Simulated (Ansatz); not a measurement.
Cost and result for the atomization energy of Al2Cl2H4S2 (`[Cl][Al@H-]1[SH+][Al@@H-]([Cl])[SH+]1`) (10 atoms, 10 bonds).

```csv
atom,x (Å),y (Å),z (Å)
Cl1,-0.938,-1.908,-2.148
Al2,0.151,-0.183,-1.607
S3,1.583,-0.777,0.172
Al4,0.306,0.794,1.385
Cl5,-0.676,-0.248,2.935
S6,-1.278,1.184,-0.321
H7,0.938,0.707,-2.633
H8,0.821,-1.820,0.552
H9,1.157,2.093,1.610
H10,-2.064,0.158,0.055
```

Total charge 0; spin multiplicity 1. All single points use the PBE0-D4/def2-TZVP geometry. Program: Ansatz. All runs use 4 threads of an Arm Neoverse V2 on a shared host. Times are those of one run each, without the atoms' runs, and a repeat can differ threefold. Electronic energies, without spin–orbit coupling; frozen cores. CCSD(T)/CBS adds CCSD(T) − MP2 in def2-TZVPP to the MP2 limit, and its time is that of the two runs behind it. T1 = 0.010. B3LYP takes the VWN-RPA correlation (the form of Gaussian; ORCA's B3LYP/G). HSE06 is the plane-wave form, built on full-range PBE exchange.

CCSD(T)/CBS is a level of theory with its own doubt, some kJ/mol a heavy atom from the limit and from the frozen cores, so smaller differences don't rank the functionals.

```
                             level  functions  wall time
            LDA (SPW92)/def2-TZVPP        308      2.4 s
                BLYP-D4/def2-TZVPP        308        4 s
                  CCSD(T)/def2-SVP        128      7.5 s
                PBE0-D4/def2-TZVPP        308        9 s
r2SCAN-D4/def2-TZVPP (with forces)        308       10 s
                 B2PLYP/def2-TZVPP        308       11 s
               HSE06-D4/def2-TZVPP        308       11 s
               PBE-QIDH/def2-TZVPP        308       12 s
 B3LYP-D4/def2-TZVPP (with forces)        308       14 s
  ωB97M-V/def2-TZVPP (with forces)        308       25 s
                    MP2/def2-QZVPP        540       45 s
                CCSD(T)/def2-TZVPP        308    6.4 min
                 CCSD(T)/CBS(def2)          –    7.2 min
```

Question: What atomization energy does each give, and how far from CCSD(T)/CBS? (Best estimate.)

Answer: Ansatz gave: 
| level | atomization (kJ/mol) | difference from CCSD(T)/CBS | per bond |
| --- | --- | --- | --- |
| LDA (SPW92)/def2-TZVPP | 3408.2 | 339.1 | 33.9 |
| BLYP-D4/def2-TZVPP | 2970.3 | -98.8 | -9.9 |
| CCSD(T)/def2-SVP | 2836.8 | -232.3 | -23.2 |
| PBE0-D4/def2-TZVPP | 3037.4 | -31.7 | -3.2 |
| r2SCAN-D4/def2-TZVPP (with forces) | 3089.7 | 20.6 | 2.1 |
| B2PLYP/def2-TZVPP | 2970.9 | -98.2 | -9.8 |
| HSE06-D4/def2-TZVPP | 3038.5 | -30.6 | -3.1 |
| PBE-QIDH/def2-TZVPP | 3039.1 | -30.0 | -3.0 |
| B3LYP-D4/def2-TZVPP (with forces) | 3005.3 | -63.8 | -6.4 |
| ωB97M-V/def2-TZVPP (with forces) | 3079.4 | 10.3 | 1.0 |
| MP2/def2-QZVPP | 3088.5 | 19.4 | 1.9 |
| CCSD(T)/def2-TZVPP | 2966.7 | -102.4 | -10.2 |
| CCSD(T)/CBS(def2) | 3069.1 | 0.0 | 0.0 |

At CCSD(T), def2-SVP lies −232.3 kJ/mol from the extrapolated value and def2-TZVPP −102.4 kJ/mol: correlation converges slowly with the basis, and small sets miss more of it in the bonded molecule than in its fragments. From r2SCAN to r2SCAN0 (25 % exact exchange), in def2-TZVPP and without D4, the atomization energy moves by −40.2 kJ/mol: exact exchange takes away binding that semilocal exchange gives to molecules. The D4 term adds +69.3 kJ/mol with B3LYP and +37.0 kJ/mol with PBE0; it sums over pairs of atoms, weighted by their polarisabilities, and B3LYP, whose exchange is more repulsive, gets the larger term.
